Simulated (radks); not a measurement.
Valence configurations of Cu I (all share [Ar]). Method: non-relativistic Kohn-Sham, r2SCAN, spin-unpolarised, spherical densities, point nucleus; meta-GGA in the generalised Kohn-Sham scheme; computed with a radial shooting solver on a logarithmic mesh with Libxc functionals. Energies are relative to 3d10 4s1; eigenvalues in eV.

| valence | E (eV) | e(3d) | e(4p) | e(4s) |
|---|---|---|---|---|
| 3d10 4s1 | 0.000 | -5.310 | - | -4.356 |
| 3d9.5 4s1.5 | 0.828 | -7.576 | - | -5.152 |
| 3d9 4s2 | 2.487 | -10.173 | - | -5.905 |
| 3d9.5 4s1 4p0.5 | 3.041 | -8.708 | -1.338 | -5.736 |
| 3d10 4p1 | 3.909 | -7.499 | -1.580 | - |
| 3d9.5 4p1.5 | 7.492 | -10.630 | -2.180 | - |
| 3d8.5 4s2 4p0.5 | 7.838 | -14.086 | -1.860 | -7.241 |
| 3d9 4p2 | 12.400 | -14.003 | -2.782 | - |
| 3d8.5 4s1 4p1.5 | 13.254 | -15.932 | -2.717 | -8.171 |
| 3d8 4s1 4p2 | 20.667 | -19.822 | -3.352 | -9.299 |

NIST lists [Ar] 3d10 4s1 as the ground configuration; this level of theory agrees among the configurations tried. The energies are those of spherical spin-averaged densities, not of single terms.
